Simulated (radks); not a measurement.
Q: All-electron atom: Bi in [Xe] 4f14 5d10 6s1 6p3 7s1 (not the ground configuration). Calculated with a radial shooting solver on a logarithmic mesh with Libxc functionals: Dirac Kohn-Sham, LDA (Slater exchange, Perdew-Wang correlation), spin-unpolarised, spherical densities, point nucleus; open shells are shared between the two j in proportion to 2j + 1.

Spin-orbit splittings of the eigenvalues, e(l+1/2) - e(l-1/2), with zeta = 2 splitting/(2l+1) and mean radii in bohr:

shell  occ.  splitting (eV)  zeta (eV)  <r> j=l-1/2  <r> j=l+1/2
2p        6            2318       1545      0.05390      0.06294
3p        6           518.9      345.9       0.1616       0.1781
3d       10           110.1      44.02       0.1545       0.1595
4p        6           128.1      85.42       0.3779       0.4128
4d       10           23.91      9.564       0.4163       0.4274
4f       14           5.495      1.570       0.4381       0.4443
5p        6           24.92      16.61       0.8840       0.9742
5d       10           3.048      1.219        1.204        1.247
6p        3               ?          ?        2.552        2.903
6d        0         0.04378    0.01751        7.247        7.521
7p        0          0.1931     0.1288        8.375        9.252

Estimate the 6p splitting.

A: 2.408 eV (zeta = 1.605 eV).
